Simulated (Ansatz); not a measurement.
Reaction (hydrogenolysis of a B–S bond): `BSB(O)Cl` + H₂ → `OBCl` + `BS`

Isolated molecules relaxed with PBE0-D4/def2-TZVP in Ansatz; ΔE leaves out vibrations. CCSD(T)/CBS adds triple-zeta CCSD(T) − MP2 to the extrapolated MP2 energy (def2 sets, frozen cores). This one scheme is used for every species. Each species was taken in one conformer, which may not be the lowest.

```csv
species,CCSD/def2-SVP energy (Eh)
`BSB(O)Cl`,-983.44017
H₂,-1.16345
`OBCl`,-560.51597
`BS`,-424.08625
```

Problem. Work out ΔE.

Solution. ΔE = (-560.51597) + (-424.08625) − (-983.44017) − (-1.16345) = 0.00140 Eh = +3.7 kJ/mol. CCSD(T)/CBS gives +15.6 kJ/mol.

Largest T1 diagnostic among the species: 0.015.

The D4 term adds +13.4 kJ/mol with B3LYP and +7.2 kJ/mol with PBE0; it sums over pairs of atoms, weighted by their polarisabilities, and B3LYP, whose exchange is more repulsive, gets the larger term. In def2-TZVPP, CCSD(T) changes the Hartree–Fock value by +25.1 kJ/mol (the triples alone add +6.3 kJ/mol) and MP2 by +35.0 kJ/mol. Leaving LDA and LC-ωPBE aside and taking each functional with its dispersion term where it has one, the values, not all of them listed here, spread over 18.6 kJ/mol, from B2PLYP to revPBE-D4. LDA lies +9.2 kJ/mol from PBE without D4.

B3LYP here is the variant with VWN-RPA as its local correlation; programs differ in this.
